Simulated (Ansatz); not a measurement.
Kohn–Sham single points on C4H6F4 (`FC(F)CCC(F)F`).

```yaml
crystal:
  periodic: [false, false, false]
  atoms:
    - {symbol: F, position_ang: [1.731238, -1.563197, 0.478567]}
    - {symbol: C, position_ang: [0.550637, -1.615280, -0.194814]}
    - {symbol: F, position_ang: [-0.416568, -1.873247, 0.729979]}
    - {symbol: C, position_ang: [0.289533, -0.316042, -0.908064]}
    - {symbol: C, position_ang: [0.292422, 0.916756, -0.014078]}
    - {symbol: C, position_ang: [-0.948452, 1.085514, 0.824186]}
    - {symbol: F, position_ang: [-0.873096, 2.264222, 1.497053]}
    - {symbol: F, position_ang: [-2.047645, 1.154389, 0.021699]}
    - {symbol: H, position_ang: [0.592472, -2.472930, -0.873546]}
    - {symbol: H, position_ang: [-0.660998, -0.405883, -1.439995]}
    - {symbol: H, position_ang: [1.069703, -0.214157, -1.666832]}
    - {symbol: H, position_ang: [1.155866, 0.905791, 0.654786]}
    - {symbol: H, position_ang: [0.371505, 1.813991, -0.633434]}
    - {symbol: H, position_ang: [-1.119618, 0.290772, 1.553190]}
basis:
  gaussian: {orbitals: def2-TZVPP}
hamiltonian: {xc: pbe, dispersion: d4}
output: {forces: true, orbitals: {seedname: orbitals}}
```

```sh
$ ansatz run in.yaml --threads 2 --pin off --events-out ev --progress --plain --max-ram 32768MiB --backend cuda --devices 0, --max-vram 18GiB
```

Shortened log:

```
Functional definition: PBE
1698 factors; their error is unknown
mean field evaluation 1: about -15093.8889 eV, gradient 7.1e1 eV
mean field evaluation 2: about -15082.3649 eV, gradient 9.7e1 eV
mean field evaluation 4: about -15104.3401 eV, gradient 6.1e0 eV
mean field evaluation 8: about -15104.3901 eV, gradient 1.9e-1 eV
mean field evaluation 16: about -15104.3422 eV, gradient 1.5e-2 eV
mean field -15104.34217820 eV, -555.0743369579 hartree, gradient 1.5e-5 eV, S^2 0.000000; 0 other end points of the search recorded, 0 dependent functions left out
reference -15104.34221485 eV, -555.0743383050 hartree; 33, 33 occupied and 299, 299 virtual orbitals, 1698 factors
Total energy: -15104.61133316 eV, -555.0842282203 hartree
Atom 0 at     1.731238    -1.563197     0.478567 Å, force     0.739433     0.017007     0.371049 eV/Å
Atom 1 at     0.550637    -1.615280    -0.194814 Å, force    -0.068472     0.069524    -0.520996 eV/Å
Atom 2 at    -0.416568    -1.873247     0.729979 Å, force    -0.609999    -0.186480     0.524561 eV/Å
Atom 3 at     0.289533    -0.316042    -0.908064 Å, force     0.009459     0.044201    -0.060814 eV/Å
Atom 4 at     0.292422     0.916756    -0.014078 Å, force     0.059956    -0.025699    -0.033879 eV/Å
Atom 5 at    -0.948452     1.085514     0.824186 Å, force     0.328002    -0.377335     0.045615 eV/Å
Atom 6 at    -0.873096     2.264222     1.497053 Å, force     0.065855     0.698768     0.442734 eV/Å
Atom 7 at    -2.047645     1.154389     0.021699 Å, force    -0.668127    -0.003244    -0.480539 eV/Å
Atom 8 at     0.592472    -2.472930    -0.873546 Å, force     0.009276    -0.222741    -0.190307 eV/Å
Atom 9 at    -0.660998    -0.405883    -1.439995 Å, force    -0.186211    -0.008558    -0.122787 eV/Å
Atom 10 at     1.069703    -0.214157    -1.666832 Å, force     0.145002     0.018836    -0.172401 eV/Å
Atom 11 at     1.155866     0.905791     0.654786 Å, force     0.184737    -0.000167     0.125669 eV/Å
Atom 12 at     0.371505     1.813991    -0.633434 Å, force     0.023701     0.187728    -0.115078 eV/Å
Atom 13 at    -1.119618     0.290772     1.553190 Å, force    -0.032611    -0.211840     0.187175 eV/Å
Dipole moment:     0.245626    -0.190482    -0.417070 e Å
```

Hardware: 2 threads of an AMD EPYC 7R13 on a shared host and a share of an NVIDIA H100 80 GB. Wall time 9.5 s, peak host memory 0.83 GiB.

With the line `hamiltonian: {xc: {name: BLYP}, dispersion: d4}` and no forces (abridged; 13 s):

```
Functional definition: BLYP
mean field evaluation 16: about -15117.2131 eV, gradient 2.8e-4 eV
mean field -15117.21306433 eV, -555.5473332991 hartree, gradient 2.1e-5 eV, S^2 0.000000
Total energy: -15117.81322269 eV, -555.5693887121 hartree
```

With the line `hamiltonian: {xc: {name: wB97X-V}}` and no forces (abridged; 5.5 s):

```
Functional definition: wB97X-V
mean field evaluation 16: about -15115.6085 eV, gradient 1.8e-4 eV
mean field -15115.60851935 eV, -555.4883673588 hartree, gradient 1.4e-5 eV, S^2 0.000000
Total energy: -15115.60851758 eV, -555.4883672934 hartree
```

The same input with `hamiltonian: {xc: {name: B2PLYP}}` and no forces (abridged; 9 s):

```
Functional definition: B2PLYP
mean field evaluation 16: about -15096.1088 eV, gradient 1.1e-4 eV
mean field -15096.10879704 eV, -554.7717657812 hartree, gradient 4.0e-6 eV, S^2 0.000000
8 core orbitals not correlated: weight in the atoms' cores, before any rotation towards them, 1.000 or more for the frozen orbitals, at most 0.000 for the correlated occupied ones
second order -53.82346581 eV of doubles, -0.00000000 eV of singles
Total energy: -15110.64128611 eV, -555.3058249039 hartree
```

The same input with `hamiltonian: {xc: {name: BHLYP}, dispersion: d4}` and no forces (abridged; 4.7 s):

```
Functional definition: BHLYP
mean field evaluation 16: about -15113.6800 eV, gradient 4.9e-5 eV
mean field -15113.67998134 eV, -555.4174948939 hartree, gradient 4.9e-5 eV, S^2 0.000000
Total energy: -15113.96754278 eV, -555.4280625822 hartree
```

With the line `hamiltonian: {xc: hse06, dispersion: d4}` and no forces (abridged; 5.5 s):

```
Functional definition: HSE06
mean field evaluation 16: about -15104.2040 eV, gradient 2.4e-4 eV
mean field -15104.20398899 eV, -555.0692585982 hartree, gradient 5.7e-5 eV, S^2 0.000000
Total energy: -15104.41179175 eV, -555.0768952089 hartree
```

HSE06 is the plane-wave form, built on full-range PBE exchange.
